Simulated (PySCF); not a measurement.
PbI3, SMILES [Pb-]([I])([I])[I], charge -1. Geometry optimised at PBE-D3(BJ)/def2-SVPD. The isomer is the one that the SMILES or the coordinates give; other isomers of the formula were not compared. The def2 effective core potentials stand for the cores of I, Pb; spin–orbit coupling is left out.

### Question
Give the equilibrium geometry at PBE-D3(BJ)/def2-SVPD (PySCF confirms it by a frequency run) as bond lengths and angles, and its point group. (Estimate from the structure and the level; the computed values follow.)

### Answer
point group C3v.
Atoms: Pb1 I2 I3 I4. Bonded distances (Å): Pb1–I2 2.987, Pb1–I3 2.987, Pb1–I4 2.987. Bond angles (°): I2–Pb1–I3 102.2, I2–Pb1–I4 102.2, I3–Pb1–I4 102.2.
Charge -1, spin multiplicity 1.
